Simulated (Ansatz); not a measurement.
C2H4N2OSi, SMILES N#C/N=C/O[SiH3].

Geometry: PBE-D3(BJ)/def2-SVP. The structure was generated by enumeration; whether it is a known compound was not checked. The values are those of a single conformer.

Two levels are set side by side: PBE/def2-SVPD (Ansatz, an electronic-structure program) and CAM-B3LYP/def2-SVPD (Ansatz). Energy differences of separate SCF runs at the same geometry; the states with an electron removed or added have multiplicity 2 and 2. Differences are taken from unrounded values.

```tsv
quantity	CAM-B3LYP	PBE	PBE minus CAM-B3LYP
vertical ionisation energy (eV)	10.54	10.19	-0.35
vertical singlet–triplet gap (eV)	4.10	3.99	-0.11
```
